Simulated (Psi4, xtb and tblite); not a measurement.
Two geometries of triphenylborane, C₁₈H₁₅B, SMILES c1ccc(B(c2ccccc2)c2ccccc2)cc1, relaxed at GFN2-xTB with one dihedral held; other torsions can differ between them too.

Structure A

```
34

C     -3.7216    -2.3950     0.0161
C     -3.6894    -1.1560    -0.6034
C     -2.5256    -0.4111    -0.6009
C     -1.3524    -0.8893    -0.0052
B     -0.0456    -0.0424    -0.0317
C      1.3629    -0.7076    -0.0412
C      1.5847    -1.9679    -0.6085
C      2.8422    -2.5418    -0.6215
C      3.9154    -1.8761    -0.0522
C      3.7242    -0.6260     0.5142
C      2.4693    -0.0478     0.5068
C     -0.1439     1.5211    -0.0924
C     -0.4014     2.2774     1.0512
C     -0.4612     3.6586     1.0028
C     -0.2723     4.3205    -0.1983
C     -0.0163     3.5899    -1.3461
C      0.0557     2.2098    -1.2892
C     -1.4139    -2.1422     0.6162
C     -2.5813    -2.8822     0.6339
H     -4.6326    -2.9759     0.0220
H     -4.5781    -0.7688    -1.0812
H     -2.5103     0.5581    -1.0797
H      0.7562    -2.4931    -1.0628
H      2.9879    -3.5131    -1.0728
H      4.8973    -2.3270    -0.0546
H      4.5595    -0.0999     0.9543
H      2.3296     0.9312     0.9438
H     -0.5559     1.7697     1.9938
H     -0.6583     4.2207     1.9048
H     -0.3228     5.3990    -0.2394
H      0.1340     4.0982    -2.2883
H      0.2639     1.6488    -2.1903
H     -0.5323    -2.5286     1.1083
H     -2.6040    -3.8440     1.1267
```

Structure B

```
34

C     -3.7200    -2.2830     0.4784
C     -3.6278    -0.9774     0.9322
C     -2.4607    -0.2605     0.7470
C     -1.3439    -0.8287     0.1235
B     -0.0268    -0.0173    -0.0716
C      1.3582    -0.7316    -0.0189
C      2.4412    -0.2710    -0.7765
C      3.6704    -0.9018    -0.7385
C      3.8593    -2.0050     0.0779
C      2.8079    -2.4748     0.8480
C      1.5754    -1.8516     0.7918
C     -0.0944     1.5266    -0.2860
C      0.8343     2.3835     0.3141
C      0.7598     3.7547     0.1548
C     -0.2393     4.3094    -0.6281
C     -1.1680     3.4830    -1.2395
C     -1.1016     2.1141    -1.0591
C     -1.4628    -2.1511    -0.3193
C     -2.6340    -2.8663    -0.1538
H     -4.6340    -2.8428     0.6154
H     -4.4720    -0.5172     1.4260
H     -2.3992     0.7582     1.1039
H      2.3041     0.5901    -1.4158
H      4.4872    -0.5308    -1.3415
H      4.8215    -2.4954     0.1148
H      2.9509    -3.3327     1.4899
H      0.7629    -2.2242     1.3999
H      1.6192     1.9598     0.9253
H      1.4851     4.3947     0.6373
H     -0.2946     5.3804    -0.7604
H     -1.9500     3.9101    -1.8515
H     -1.8332     1.4775    -1.5373
H     -0.6225    -2.6146    -0.8173
H     -2.7015    -3.8834    -0.5135
```

Which is lower in energy at the level B3LYP-D3(BJ)/def2-SVP // GFN2-xTB (Psi4), and by how much?

B is lower, by 3.76 kcal/mol (dihedral C4–B5–C12–C13: 80° in A, 140° in B).

E(B) − E(A) in kcal/mol at the other levels, on the same two geometries: GFN2-xTB (xtb and tblite) -1.76; B3LYP/def2-SVP // GFN2-xTB (Psi4) -3.20; PBE/def2-SVP // GFN2-xTB (Psi4) -3.38; PBE-D3(BJ)/def2-SVP // GFN2-xTB (Psi4) -3.70.
